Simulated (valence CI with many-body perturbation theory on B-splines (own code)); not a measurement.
**E1 line list for Hf LXV**

Calculated by valence CI with perturbative core correlation (CI+MBPT): six valence electrons over a frozen Dirac-Fock core [He], a basis of 9 s, 9 p, 8 d, 6 f, 3 g, 1 h functions for each j, with the one-electron correlation potential Σ1, the two-electron term Σ2, the three-electron term Σ3, Breit, model QED; selected CI, second order for the rest (own B-spline code, finite nucleus).

No measured spectrum was set against this ion. As an estimate, large intervals hold to a few tenths of a per cent, small ones and those within an open d or f shell to about a per cent. Among the levels kept, up to 4900 cm⁻¹ of a level comes from second order outside the variational space, and about a tenth of that is noise between levels of different J, which matters for small intervals.

Lines 1 to 50 of 201 in falling wavelength, among levels below 9948.2 eV, chosen from the strongest by gf and those to the six lowest levels. Wavelengths and rates use the calculated energies. Electric multipoles are in the length gauge, E1 and E2 with the static RPA response of the core. Weak lines are less certain than strong ones. Lines between different terms over intervals too small for the method are left out, as are lines whose strength nearly cancels. The highest levels of a list are the least certain.

Levels are named by their leading jj configuration (3d3/2^4 stands for four electrons in 3d with j = 3/2), which in mixed levels can hold well under half, so a name can repeat and another be missing. Letters in brackets count levels of one name in rising energy.

| λ vac (Å) | Upper | Lower | A (s⁻¹) | S (a.u.) |
| --- | --- | --- | --- | --- |
| 129.5 | (2s 2p1/2^2 2p3/2^2 3p1/2) J=2 | (2s 2p1/2^2 2p3/2^2 3s) J=2 [a] | 1.79e+09 | 9.60e-03 |
| 127.6 | (2s 2p1/2^2 2p3/2^2 3p1/2) J=3 | (2s 2p1/2^2 2p3/2^2 3s) J=2 [a] | 5.01e+09 | 3.60e-02 |
| 127.0 | (2s^2 2p1/2 2p3/2^2 3p1/2) J=2 [a] | (2s^2 2p1/2 2p3/2^2 3s) J=3 | 1.60e+09 | 8.11e-03 |
| 116.9 | (2s^2 2p1/2 2p3/2^2 3p1/2) J=3 | (2s^2 2p1/2 2p3/2^2 3s) J=2 [b] | 6.61e+09 | 3.65e-02 |
| 113.5 | (2s^2 2p1/2 2p3/2^2 3p1/2) J=1 [b] | (2s^2 2p1/2 2p3/2^2 3s) J=1 [b] | 8.79e+09 | 1.90e-02 |
| 113.2 | (2s^2 2p1/2^2 2p3/2 3p1/2) J=2 | (2s^2 2p1/2^2 2p3/2 3s) J=1 | 6.69e+09 | 2.40e-02 |
| 112.8 | (2s 2p1/2^2 2p3/2^2 3p1/2) J=1 | (2s 2p1/2^2 2p3/2^2 3s) J=2 [b] | 8.90e+09 | 1.89e-02 |
| 112.4 | (2s^2 2p1/2 2p3/2^2 3p1/2) J=2 [a] | (2s^2 2p1/2 2p3/2^2 3s) J=1 [a] | 5.24e+09 | 1.84e-02 |
| 110.1 | (2s^2 2p1/2 2p3/2^2 3p1/2) J=1 [b] | (2s^2 2p1/2 2p3/2^2 3s) J=0 | 4.92e+09 | 9.71e-03 |
| 108.8 | (2s^2 2p1/2 2p3/2^2 3p1/2) J=1 [a] | (2s^2 2p1/2 2p3/2^2 3s) J=2 [a] | 1.24e+10 | 2.37e-02 |
| 108.3 | (2s^2 2p1/2 2p3/2^2 3p1/2) J=3 | (2s^2 2p1/2 2p3/2^2 3s) J=3 | 6.88e+09 | 3.02e-02 |
| 106.2 | (2s^2 2p1/2^2 2p3/2 3p1/2) J=1 | (2s^2 2p1/2^2 2p3/2 3s) J=2 | 1.37e+10 | 2.43e-02 |
| 104.8 | (2s^2 2p1/2^2 2p3/2 3p1/2) J=2 | (2s^2 2p1/2^2 2p3/2 3s) J=2 | 9.02e+09 | 2.56e-02 |
| 101.6 | (2s^2 2p1/2 2p3/2^2 3p1/2) J=2 [a] | (2s^2 2p1/2 2p3/2^2 3s) J=2 [a] | 7.95e+09 | 2.06e-02 |
| 99.13 | (2s^2 2p1/2^2 2p3/2 3d3/2) J=3 | (2s^2 2p1/2^2 2p3/2 3p3/2) J=3 | 3.07e+09 | 1.03e-02 |
| 98.99 | (2s 2p1/2^2 2p3/2^2 3p1/2) J=2 | (2s 2p1/2^2 2p3/2^2 3s) J=3 | 1.63e+10 | 3.90e-02 |
| 97.89 | (2s 2p1/2^2 2p3/2^2 3p1/2) J=3 | (2s 2p1/2^2 2p3/2^2 3s) J=3 | 1.02e+10 | 3.31e-02 |
| 86.14 | (2s^2 2p1/2 2p3/2^2 3p1/2) J=2 [b] | (2s^2 2p1/2 2p3/2^2 3s) J=2 [b] | 6.65e+09 | 1.05e-02 |
| 81.37 | (2s^2 2p1/2 2p3/2^2 3p1/2) J=2 [b] | (2s^2 2p1/2 2p3/2^2 3s) J=3 | 2.38e+10 | 3.17e-02 |
| 79.90 | (2s^2 2p1/2 2p3/2^2 3p1/2) J=0 | (2s^2 2p1/2 2p3/2^2 3s) J=1 [b] | 4.25e+10 | 1.07e-02 |
| 75.13 | (2s^2 2p1/2 2p3/2^2 3p1/2) J=2 [b] | (2s^2 2p1/2 2p3/2^2 3s) J=1 [a] | 6.06e+09 | 6.35e-03 |
| 70.12 | (2s^2 2p1/2 2p3/2^2 3p1/2) J=2 [b] | (2s^2 2p1/2 2p3/2^2 3s) J=2 [a] | 5.61e+09 | 4.77e-03 |
| 64.91 | (2s^2 2p1/2^2 2p3/2 3d5/2) J=2 | (2s^2 2p1/2^2 2p3/2 3p3/2) J=2 | 2.39e+10 | 1.62e-02 |
| 64.13 | (2s^2 2p1/2^2 2p3/2 3d5/2) J=1 | (2s^2 2p1/2^2 2p3/2 3p3/2) J=0 | 3.53e+10 | 1.38e-02 |
| 60.04 | (2s^2 2p1/2^2 2p3/2 3d5/2) J=3 | (2s^2 2p1/2^2 2p3/2 3p3/2) J=2 | 7.01e+10 | 5.24e-02 |
| 59.63 | (2s^2 2p1/2^2 2p3/2 3d5/2) J=4 | (2s^2 2p1/2^2 2p3/2 3p3/2) J=3 | 8.63e+10 | 8.12e-02 |
| 56.65 | (2s^2 2p1/2^2 2p3/2 3d5/2) J=2 | (2s^2 2p1/2^2 2p3/2 3p3/2) J=1 | 6.11e+10 | 2.74e-02 |
| 52.81 | (2s^2 2p1/2^2 2p3/2 3d5/2) J=3 | (2s^2 2p1/2^2 2p3/2 3p3/2) J=3 | 2.00e+10 | 1.02e-02 |
| 50.29 | (2s^2 2p1/2^2 2p3/2 3d5/2) J=1 | (2s^2 2p1/2^2 2p3/2 3p3/2) J=1 | 6.55e+10 | 1.23e-02 |
| 40.22 | (2s 2p1/2^2 2p3/2^2 3s) J=3 | (2s^2 2p1/2 2p3/2^2 3s) J=3 | 9.45e+09 | 2.12e-03 |
| 38.69 | (2s 2p1/2^2 2p3/2^2 3p1/2) J=3 | (2s^2 2p1/2 2p3/2^2 3p1/2) J=3 | 1.30e+10 | 2.60e-03 |
| 36.91 | (2s 2p1/2^2 2p3/2^2 3p1/2) J=2 | (2s^2 2p1/2 2p3/2^2 3p1/2) J=2 [a] | 1.81e+10 | 2.24e-03 |
| 36.76 | (2s 2p1/2^2 2p3/2^2 3p1/2) J=3 | (2s^2 2p1/2 2p3/2^2 3p1/2) J=2 [a] | 1.19e+10 | 2.03e-03 |
| 36.05 | (2s 2p1/2^2 2p3/2^2 3p1/2) J=2 | (2s^2 2p1/2 2p3/2^2 3p1/2) J=1 [a] | 2.84e+10 | 3.29e-03 |
| 33.35 | (2s 2p1/2^2 2p3/2^3) J=2 | (2s^2 2p1/2 2p3/2^3) J=2 | 3.76e+10 | 3.44e-03 |
| 31.75 | (2s 2p1/2^2 2p3/2^3) J=2 | (2s^2 2p1/2 2p3/2^3) J=1 | 4.58e+10 | 3.62e-03 |
| 31.23 | (2s 2p1/2 2p3/2^4) J=1 | (2s^2 2p3/2^4) J=0 | 5.43e+10 | 2.45e-03 |
| 28.33 | (2s 2p1/2^2 2p3/2^2 3s) J=2 [b] | (2s^2 2p1/2 2p3/2^2 3s) J=1 [a] | 5.73e+10 | 3.21e-03 |
| 28.30 | (2s^2 2p1/2 2p3/2^2 3p3/2) J=3 [a] | (2s^2 2p1/2 2p3/2^2 3s) J=2 [b] | 2.06e+10 | 1.61e-03 |
| 27.40 | (2s^2 2p1/2 2p3/2^2 3p3/2) J=2 [a] | (2s^2 2p1/2 2p3/2^2 3s) J=3 | 4.16e+10 | 2.11e-03 |
| 27.39 | (2s 2p1/2^2 2p3/2^3) J=1 | (2s^2 2p1/2 2p3/2^3) J=2 | 1.09e+11 | 3.31e-03 |
| 27.34 | (2s^2 2p1/2 2p3/2^2 3p3/2) J=1 [b] | (2s^2 2p1/2 2p3/2^2 3s) J=0 | 6.65e+10 | 2.01e-03 |
| 27.22 | (2s^2 2p1/2 2p3/2^2 3p3/2) J=1 [a] | (2s^2 2p1/2 2p3/2^2 3s) J=2 [b] | 6.24e+11 | 1.86e-02 |
| 27.03 | (2s^2 2p1/2 2p3/2^2 3p3/2) J=0 | (2s^2 2p1/2 2p3/2^2 3s) J=1 [a] | 1.05e+12 | 1.02e-02 |
| 27.00 | (2s^2 2p1/2 2p3/2^2 3p3/2) J=2 [b] | (2s^2 2p1/2 2p3/2^2 3s) J=1 [b] | 2.59e+11 | 1.26e-02 |
| 26.97 | (2p1/2^2 2p3/2^4) J=0 | (2s 2p1/2 2p3/2^4) J=1 | 3.87e+11 | 3.75e-03 |
| 26.93 | (2s^2 2p1/2 2p3/2^2 3p3/2) J=3 [b] | (2s^2 2p1/2 2p3/2^2 3s) J=2 [b] | 4.83e+11 | 3.26e-02 |
| 26.90 | (2s^2 2p1/2^2 2p3/2 3p3/2) J=1 | (2s^2 2p1/2^2 2p3/2 3s) J=1 | 9.00e+11 | 2.59e-02 |
| 26.65 | (2s^2 2p1/2 2p3/2^2 3p3/2) J=2 [a] | (2s^2 2p1/2 2p3/2^2 3s) J=1 [a] | 5.10e+11 | 2.38e-02 |
| 26.49 | (2s^2 2p1/2^2 2p3/2 3d3/2) J=2 | (2s^2 2p1/2^2 2p3/2 3p1/2) J=2 | 3.90e+11 | 1.79e-02 |
